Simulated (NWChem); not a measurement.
InBrF2; SMILES [F][In]([F])[Br]

```xyz
4

In     0.0000     0.0000     0.6547
F      0.0000    -1.6438     1.6852
F      0.0000     1.6438     1.6852
Br     0.0000     0.0000    -1.7832
```
Atoms are numbered in this order, from 1.

All runs use the structure optimised with PBE0/def2-SVP. Not confirmed as a minimum by frequencies. def2 effective core potentials on In; no spin-orbit coupling.

Symmetry labels are those of C2v in the frame above (b1 and b2, or b-type labels, depend on it).

Task: List the 4 lowest vertical singlet excitations from CAM-B3LYP/def2-SVPD with def2 effective core potentials on In, TDA (NWChem).

Result: 
| state | energy (eV) | oscillator strength | symmetry | leading excitation (squared amplitude) |
|---|---|---|---|---|
| S1 | 4.70 | 0.016 | b2 | HOMO → LUMO (0.98) |
| S2 | 4.80 | 0.012 | b1 | HOMO−1 → LUMO (0.98) |
| S3 | 6.19 | 0.116 | a1 | HOMO−2 → LUMO (0.65) |
| S4 | 6.36 | 0.020 | b2 | HOMO−3 → LUMO (0.90) |
